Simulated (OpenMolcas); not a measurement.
**Fe4+, Ru4+, Os4+: d4 down the group**

```
Program             : OpenMolcas
Method              : SS-CASPT2, IPEA 0.25 Eh, imaginary shift 0.1 Eh
Basis               : ANO-RCC-VQZP
Scalar Hamiltonian  : DKH2, point nucleus
Spin-orbit coupling : state interaction with AMFI integrals over the reference wave functions, term energies averaged over their components
```

Active space for each ion: 4 electrons in 10 orbitals (d d); closed shells correlated by CASPT2: Fe4+ 3s 3p; Ru4+ 4s 4p; Os4+ 5s 5p.

Computed levels in cm-1 above 5D0:

| Level | Fe4+ | Ru4+ | Os4+ |
| --- | --- | --- | --- |
| 5D1 | 149 | 483 | 4420 |
| 5D2 | 436 | 1292 | 8270 |
| 5D3 | 848 | 2300 | 11260 |
| 5D4 | 1370 | 3450 | 13260 |
| 3P0(1) | 24560 | 16470 | 18650 |
| 3H4 | 25280 | 17780 | 20930 |
| 3P1(1) | 25450 | 18880 | 25250 |
| 3H5 | 25620 | 18960 | 26050 |
| 3H6 | 25990 | 19950 | 28430 |
| weight of 5D in the lowest level (%) | 100 | 97 | 63 |

Mixed levels, with the weight of the term that names them: Os4+ 5D0 (63 %), Os4+ 5D4 (68 %), Os4+ 3P0(1) (51 %), Os4+ 3H4 (57 %), Os4+ 3H6 (75 %).

Measured, with the error of the calculation in %. Measured levels: Fe4+ from Corliss and Sugar, J. Phys. Chem. Ref. Data 11, 135 (1982); Os4+ from the list in Palmeri et al., Atoms 14, 22 (2026).

```
 Level          Fe4+          Os4+
   5D1    142 (+4.5)   4311 (+2.6)
   5D2    417 (+4.5)   8083 (+2.3)
   5D3    803 (+5.6)  11018 (+2.2)
   5D4   1283 (+6.8)  12966 (+2.3)
3P0(1)  24055 (+2.1)              
   3H4  24932 (+1.4)  20374 (+2.7)
3P1(1)  24973 (+1.9)  24680 (+2.3)
   3H5  25226 (+1.6)  25344 (+2.8)
   3H6  25528 (+1.8)  27669 (+2.7)
```

The fine-structure level 5D4 changes by a factor of 9.68 from Fe4+ to Os4+.

Without spin-orbit coupling 3P(1) lies 25330, 18090, 15720 cm-1 above 5D in that order; the difference to the level 3P0(1), of either sign, comes from spin-orbit coupling, which also lowers the zero.

CASPT2 does not keep the components of a term degenerate, so their means are used; among the terms shown or strongly mixed into the levels shown the widest spread is 110 cm-1 (5d4 1I, Os4+). Active for correlation alone: 4d; no level in the range computed is led by a configuration that fills it, so any true level of that kind is missing (holds for Fe4+). Active for correlation alone: 5d; no level in the range computed is led by a configuration that fills it, so any true level of that kind is missing (holds for Ru4+). Active for correlation alone: 6d; no level in the range computed is led by a configuration that fills it, so any true level of that kind is missing (holds for Os4+). The CASPT2 spread within a term exceeds the gap to the next term for 5d4 1I and 5d4 3D, so the order of their levels is uncertain (holds for Os4+). Computed and measured levels are paired by configuration, term and J; levels that our copy of the source lacks, or whose pairing is in doubt (as where it misses far off the trend of its configuration), stay unpaired and out of the deviations. Only configurations of the active space appear.

A number in round brackets counts repeated terms of one configuration in the order of the reference energies.
